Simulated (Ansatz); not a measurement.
Two isomers of FH3OSiZn: A = `F[SiH2][O][ZnH]`, B = `[F][Zn][O][SiH3]`.

Gas-phase electronic energies from Ansatz, PBE0-D4/def2-TZVP geometries. CBS: MP2 limit from def2 TZ/QZ plus the TZ coupled-cluster correction, frozen cores. DFT in def2-TZVPP. For Zn outer-core shells are correlated without core-valence functions, which leaves a few kJ/mol of doubt a bond. Scalar relativity is left out up to krypton. One conformer a species, not always the lowest.

A:

```xyz
7

F    -1.464   -0.992    0.749
Si   -0.976    0.480    0.332
O     0.510    0.424   -0.264
Zn    1.859   -0.655   -0.668
H    -1.941    0.966   -0.684
H    -1.025    1.300    1.567
H     3.038   -1.523   -1.031
```

B:

```xyz
7

F     3.641   -0.794   -0.136
Zn    1.917   -0.640   -0.252
O     0.181   -0.543   -0.417
Si   -1.120    0.296    0.084
H    -2.333   -0.276   -0.554
H    -1.274    0.222    1.565
H    -1.013    1.735   -0.290
```

Problem. Which isomer does CCSD(T)/CBS put lower? Give the gap. (Best estimate.)

Solution. Ansatz gave: A, by 107.8 kJ/mol.

Problem. Give E(B) − E(A) in kJ/mol with CCSD(T)/def2-SVP, CCSD/def2-TZVPP, BLYP-D4, B2PLYP, LDA (SPW92), CCSD(T)/def2-TZVPP, PBE0-D4. (Estimate.)

Solution. The calculation gave: CCSD(T)/def2-SVP 97.1, CCSD/def2-TZVPP 113.9, BLYP-D4 113.0, B2PLYP 114.3, LDA (SPW92) 123.5, CCSD(T)/def2-TZVPP 114.1, PBE0-D4 114.4. None reverses the order clearly.

Problem. Does the order hold for the free energy at 298.15 K (harmonic terms from PBE0-D4)? (Estimate.)

Solution. The calculation gave: Yes: G(B) − G(A) = +106.5 kJ/mol, for one conformer each. Modes under 60 cm⁻¹, often nearly free rotors, make the harmonic entropy too high.

Largest T1 diagnostic: 0.017.

Leaving LDA and LC-ωPBE aside and taking each functional with its dispersion term where it has one, the values, not all of them listed here, spread over 12.1 kJ/mol, from revPBE-D4 to B97M-V. LDA lies +13.7 kJ/mol from PBE without D4. From BLYP to BHLYP (50 % exact exchange), in def2-TZVPP and without D4, E(B) − E(A) moves by +7.6 kJ/mol.
